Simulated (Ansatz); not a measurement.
Process, species as SMILES: C=CCCCCC -> C=CCC[CH]CC + H atom (the C-H bond at the site shown breaks; other sites are not compared here)
Each molecule is optimised on its own at B3LYP-D3(BJ)/def2-TZVP (Ansatz, a quantum-chemistry and plane-wave program), one conformer each, not searched for the lowest. Frequencies are from Ansatz.

Quantity: bond dissociation energy (enthalpy at 298 K, with B3LYP-D3(BJ) rigid-rotor harmonic-oscillator terms), in kcal/mol. Cores are frozen in the correlated levels unless marked. UHF or UKS for open shells. Spin-orbit coupling is left out. No relativistic terms. Basis-set limits of correlation are two-point, X^-3; Hartree-Fock from the larger set. [CCSD(T)-MP2]/basis is that difference in the basis named.

RI-MP2/CBS(cc-pVTZ,cc-pVQZ)+[CCSD(T)-MP2]/cc-pVTZ (Ansatz) gives 100.5 kcal/mol.

Question: Another calculation gave 96.9 kcal/mol. Which level was it?
(A) r2SCAN0/def2-TZVPD (Ansatz)
(B) B2PLYP/def2-TZVPD (Ansatz)
(C) SVWN5/def2-TZVPD (Ansatz)

Answer: B, B2PLYP/def2-TZVPD (Ansatz). The others give 93.8 (r2SCAN0), 105.9 (SVWN5) kcal/mol.
